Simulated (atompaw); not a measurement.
# LDA (PW92) PAW (atompaw) dataset for O (Z = 8), scalar-relativistic all-electron reference.

- Element: oxygen
- Generator: atompaw 4.2.0.5
- Type: PAW
- Functional: LDA (PW92)
- Relativity: scalar-relativistic
- Frozen core: none
- Valence charge: 8
- Reference configuration: 1s2 2s2 2p4
- Partial waves: 1s (bound): rc 0.40 bohr; 2s (bound): rc 2.35 bohr; 2p (bound): rc 2.35 bohr; 2p channel at 1.5 Ry: rc 2.35 bohr
- Local potential: ultrasoft scheme with l = 2 at 0.5 Ry, radius 2.00 bohr
- Core correction: none
- Augmentation charge: sinc compensation charge, radius 2.25 bohr; PAW radius 2.35 bohr; waves and projectors: custom rrkj gramschmidtortho

All-electron outer shells of the reference configuration (LDA (PW92), scalar-relativistic, ld1.x):

```csv
shell,level (eV),outermost node (bohr),outermost maximum (bohr)
1s,-510.87,–,0.13
2s,-23.75,0.28,0.88
2p,-9.20,–,0.82
```

Results:

```json
{
 "Cutoffs needed": "over 300 Ry and over 300 Ry (the cutoffs (Ry, on a coarse ladder) from which the occupation-weighted sum of valence levels, in a spherical-Bessel basis at the reference potential, stays within 10 and 1 mRy of its value at 400 Ry)",
 "Ghost test": "no extra level below or beside the all-electron valence levels (s, p, d, f tested) (spherical-Bessel basis up to 400 Ry, 20 bohr box)",
 "Lowest eigenvalue of the overlap operator": "0.81 (p channel)",
 "Overlap eigenvalues printed by atompaw (projector basis)": "2.33, 2.85, 5.47, 5.6e+06",
 "Share of each valence orbital outside the PAW sphere": "1s 0 %, 2s 3 %, 2p 8 %"
}
```

Generation and tests took about 1.8 s on one core of a shared server CPU.
